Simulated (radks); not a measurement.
Spin polarisation of the 5p4 shell in Te. Start: [Kr] 4d10 5s2 5p(up 2, down 2); electrons of 5p are moved from spin down to spin up, other shells keep equal spins. All-electron calculation, scalar-relativistic Kohn-Sham, PBE, spin-polarised, spherical densities, point nucleus. Program: a radial shooting solver on a logarithmic mesh with Libxc functionals.

| moment (Bohr magnetons) | E - E(0) (eV) | e(5p up) (eV) | e(5p down) (eV) | 5s down minus up (eV) | 4d down minus up (eV) |
|---|---|---|---|---|---|
| 0 | 0.000 | -5.953 | -5.953 | 0.000 | 0.000 |
| 0.5 | -0.039 | -6.103 | -5.789 | 0.305 | 0.047 |
| 1 | -0.157 | -6.238 | -5.609 | 0.612 | 0.094 |
| 1.5 | -0.354 | -6.360 | -5.413 | 0.920 | 0.142 |
| 2 | -0.631 | -6.468 | -5.199 | 1.231 | 0.190 |

At moment 2 the spin-polarisation energy is -0.631 eV and the 5p exchange splitting 1.268 eV, that is 0.634 eV per Bohr magneton; E = -I m^2/4 would give I = 0.631 eV.
